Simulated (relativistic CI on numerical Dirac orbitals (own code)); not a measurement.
Crystal-field levels of Ti³⁺, 3d

Calculated by Dirac-Coulomb-Breit CI, KLI orbitals optimised for each configuration, a model potential for QED, valence Slater integrals scaled by 0.85, one configuration in a parametric crystal field (own radial code).

Field parameters in Wybourne normalisation: Td as Oh with Dq negative (B⁴₀ = 21Dq, B⁴₄ = √(5/14) B⁴₀). The field is a parameter set, without covalency.

S is read from ⟨S²⟩ = S(S + 1).

Levels (cm⁻¹, degeneracy): 0 (4), 5142 (4), 5345 (2).

(1) Which field gives this pattern?
A. Td, 10Dq = -8750 cm⁻¹
B. Td, 10Dq = -5200 cm⁻¹
C. Td, 10Dq = -13550 cm⁻¹

## Answers

(1) B. Td, 10Dq = -5200 cm⁻¹, ground level with S = 0.50.
